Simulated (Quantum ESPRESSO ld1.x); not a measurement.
Values are calculated unless marked as measured or tabulated.
Question: The aim is the caesium ion Cs+ in [Xe]. This ld1.x (Quantum ESPRESSO 7.5) run was made with `OMP_NUM_THREADS=1 ld1.x < ld1.in > ld1.out`. Can the result be used? Name any fault.

```
 &input
    zed=55.0,
    iswitch=1,
    rel=0,
    dft='PBE',
    config='[Xe] 8s1',
    prefix='ld1',
    max_out_wfc=37,
    file_charge='ld1.rho',
 /
```

Output (excerpt):

```
     Program LD1 v.7.5 starts

 %%%%%%%%%%%%%%%%%%%%%%%%%%%%%%%%%%%%%%%%%%%%%%%%%%%%%%%%%%%%%%%%%%%%%%%%%%%%%%
     Error in routine el_config (12):
     wrong main quantum number
 %%%%%%%%%%%%%%%%%%%%%%%%%%%%%%%%%%%%%%%%%%%%%%%%%%%%%%%%%%%%%%%%%%%%%%%%%%%%%%

     stopping ...
```

Answer: No (refused). The line at issue: config='[Xe] 8s1'. The program stops in el_config with "wrong main quantum number": the config string takes n from 1 to 7 alone. The sound input gives -7555.922 hartree.
